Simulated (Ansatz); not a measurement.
C2H10BFOSi, relaxed with RKS PBE-D4/def2-SVP in Ansatz from a rough embedded geometry. The force threshold is 0.03 eV/Å; the program also tests the step.

Charge 0, multiplicity 1. The bonds changed during the relaxation, so this is another structure than the one it started from.

Start:

```xyz
16

C     0.084    1.569   -0.187
B     0.185    0.019   -0.487
C     1.594   -0.185   -1.194
F    -0.829   -0.457   -1.428
O     0.159   -0.807    0.775
Si   -1.455   -0.841    1.462
H     0.412    2.183   -1.001
H    -1.027    1.802    0.023
H     0.582    1.822    0.731
H     2.421    0.085   -0.554
H     1.646    0.391   -2.162
H     1.726   -1.308   -1.485
H     0.251   -1.719    0.508
H    -1.812    0.506    1.988
H    -2.438   -1.238    0.450
H    -1.500   -1.824    2.560
```

(1) By how much does the energy fall, and how many steps does the optimiser take? (Best estimate.)

(2) Which bonds change most? (Estimate.)

(3) Give the relaxed structure. (Estimate.)

Answers

(1) Computed: 1.04 eV, in 8 steps.

(2) Computed: B2–F4 from 1.464 to 1.387 Å; C3–H12 from 1.168 to 1.113 Å; C1–H8 from 1.154 to 1.111 Å; C1–H7 from 1.071 to 1.112 Å.

(3) The calculation gave: 
```xyz
16

C     0.031    1.722   -0.226
B     0.225    0.242   -0.782
C     1.660   -0.301   -1.223
F    -0.844   -0.263   -1.509
O    -0.018   -0.813    0.811
Si   -1.580   -0.973    1.530
H     0.186    2.432   -1.068
H    -0.992    1.918    0.159
H     0.761    1.992    0.564
H     2.465   -0.067   -0.497
H     1.940    0.192   -2.180
H     1.675   -1.394   -1.431
H     0.439   -1.650    0.606
H    -1.887    0.367    2.113
H    -2.611   -1.391    0.527
H    -1.450   -2.014    2.606
```
